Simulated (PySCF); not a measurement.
Fractional electron number in Tc⁺ (technetium, charge +1)

The 5s alpha orbital of [Kr] 4d5 5s1 is emptied in steps (occupation f), with all orbitals relaxed, ending at [Kr] 4d5. Calculation: PySCF 2.14, in aug-cc-pVTZ-PP with ECP28MDF (6s6p5d3f2g, 88 functions); scalar relativity through the core potential. The exact energy is a straight line in f; departures are measured from the line between the end points of the same method.

```tsv
f	M06-2X (eV)
1	0.000
0.9	-0.129
0.7	-0.302
0.5	-0.353
0.3	-0.286
0.1	-0.118
0	0.000
```

Question: For M06-2X, how does the orbital energy at f = 1 compare with the removal energy?

Answer: −ε = 13.665 eV against a total-energy difference of 15.083 eV. By Janak's theorem ε = ∂E/∂f, so the gap between them reflects the curvature. Along the path −ε is 13.928 (f = 0.9), 14.517 (f = 0.7), 15.134 (f = 0.5), 15.690 (f = 0.3), 16.144 (f = 0.1) eV.

Reference removal energy between the ground levels: 15.26 eV (semi-empirical (NIST evaluation); NIST Atomic Spectra Database, ionization energies).
